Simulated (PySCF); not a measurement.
## C3H10Si: core ionisation energies

Si(iPr)H3, C3H10Si.
Cartesian coordinates in Å at the PBE0-D3(BJ)/def2-SVP level; atoms count from 1:
```xyz
14
C3H10Si angstrom
Si     0.177    0.351   -1.635
C      0.174    0.323    0.260
C      0.979   -0.862    0.794
C     -1.249    0.340    0.816
H      0.682    1.256    0.569
H      2.018   -0.855    0.430
H      0.527   -1.821    0.492
H      1.013   -0.853    1.897
H     -1.243    0.369    1.918
H     -1.821    1.213    0.465
H     -1.805   -0.564    0.516
H      1.579    0.378   -2.158
H     -0.549    1.555   -2.152
H     -0.503   -0.873   -2.168
```

Computed with delta-SCF UKS SCAN, pcX-2 on the ionised atom, pcseg-1 elsewhere, spin-free X2C (PySCF 2.14.0). These are vertical core ionisation energies against the vacuum level, from separate self-consistent calculations with and without the core hole.

Question: Give the core binding energies atom by atom.

Answer: 
| atom(s) | environment | level | binding energy (eV) | 2p1/2 (eV) | above the level's lowest (eV) | count |
| --- | --- | --- | --- | --- | --- | --- |
| Si1 | silicon bonded to C and 3 H | Si 2p3/2 | 106.41 | 107.03 | 0.00 | 1 |
| C2 | carbon bonded to 2 C, Si and H | C 1s | 290.24 | – | 0.00 | 1 |
| C3/C4 | carbon bonded to C and 3 H | C 1s | 290.62 | – | +0.38 | 2 |
| Si1 | silicon bonded to C and 3 H | Si 1s | 1846.16 | – | 0.00 | 1 |

The listed C 1s values span 0.38 eV, from C2 (bonded to 2 C, H and Si) to C3/C4 (bonded to C and 3 H).

Question: Give the binding energy of Si 1s of Si1 in hartree and in kJ/mol.

Answer: 1846.16 eV = 67.8451 Eh = 178127 kJ/mol.

Question: What is the longest wavelength that can ionise Si 1s of Si1 vertically?

Answer: λ = hc/E = 12398.42 eV Å / 1846.16 eV = 6.716 Å.

Atoms equivalent by their bonding share one computed value, that of the first of them. Spin–orbit and ligand-field terms were added within each 2p shell after the spin-free SCF. 2p1/2 minus 2p3/2 (ligand field included): Si 0.62 eV. Geometry: PBE0-D3(BJ)/def2-SVP; no solvent, vibrations or thermal averaging.

The run took 31 s on Intel Xeon Platinum 8259CL at 2.50 GHz, one thread, no GPU, shared host, and the process peaked at 0.48 GiB of memory.
